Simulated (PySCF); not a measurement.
# Electronic structure of Li⁺ (lithium, charge +1) at the UHF level

Configuration: 1s2, closed-shell 1S. Calculation: PySCF 2.14, in aug-cc-pVDZ (4s3p2d, 23 functions); the non-relativistic Hamiltonian (point nucleus).

- Total energy: -7.236121 hartree
- One-electron energy: -8.8868 hartree
- Hartree (Coulomb) energy: 3.3013 hartree
- Exchange energy: -1.6506 hartree
- Kinetic energy: 7.22770 hartree
- ⟨S²⟩: 0.0000
- ⟨L²⟩: 0.000
- Sum of ⟨r⟩: 1.145 bohr
- Sum of ⟨r²⟩: 0.8917 bohr²
- Density at the nucleus (Gaussians lack the cusp): 13.1 bohr⁻³
- Langevin diamagnetic susceptibility: -0.706 ×10⁻⁶ cm³/mol
- Time after the integrals: 0.04 s of wall time on 1 thread of Neoverse-V1 (shared host)

| shell | electrons | mean orbital energy (hartree) | rms radius, mean of both spins (bohr) |
| --- | --- | --- | --- |
| 1s | 2 | -2.79274 | 0.668 |
